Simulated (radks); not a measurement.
Results of a calculation; reference values are marked as such.
Neutral iron inside a hard spherical wall (all orbitals vanish at R), configuration held at [Ar] 3d6 4s2 and not refilled when levels cross. Code: a radial shooting solver on a logarithmic mesh with Libxc functionals. Model: scalar-relativistic Kohn-Sham, PBEsol, spin-polarised, spherical densities, point nucleus; open shells are filled with parallel spins first. Eigenvalues in eV for spin up, with the zero of energy where the potential of the charges vanishes at infinity; a dash marks a level that is unbound or too diffuse for the functional's potential to be trusted. A positive occupied level is held by the wall or, in an anion where self-interaction has pushed it up, behind a barrier. The pressure on the wall is -dE/dV.

R (bohr),E (hartree),kinetic (hartree),e(3s),e(3p),e(3d),e(4s),"e(4p, empty)","e(5s, empty)",pressure (GPa)
free,-1271.39828,1286.467,-95.296,-61.435,-8.918,-5.655,-1.428,-,0
20,-1271.39828,1286.467,-95.296,-61.435,-8.918,-5.655,-1.428,-,< 0.0001
15,-1271.39828,1286.467,-95.296,-61.435,-8.918,-5.655,-1.426,0.317,< 0.0001
12,-1271.39826,1286.468,-95.292,-61.432,-8.914,-5.652,-1.406,0.796,0.000541
7,-1271.38844,1286.535,-94.844,-60.983,-8.477,-5.259,-0.561,6.284,0.540
6,-1271.36716,1286.649,-94.247,-60.387,-7.904,-4.672,0.433,10.764,2.34
4,-1271.05222,1287.902,-89.834,-56.021,-3.728,1.034,8.502,39.993,65.5
3.5,-1270.72317,1289.053,-86.839,-53.087,-0.852,5.920,14.782,60.055,179
2.5,-1268.24734,1297.106,-73.072,-39.569,13.468,36.605,50.851,160.79,2070
2,-1263.16428,1313.102,-55.260,-21.408,34.041,89.496,107.98,301.48,10200
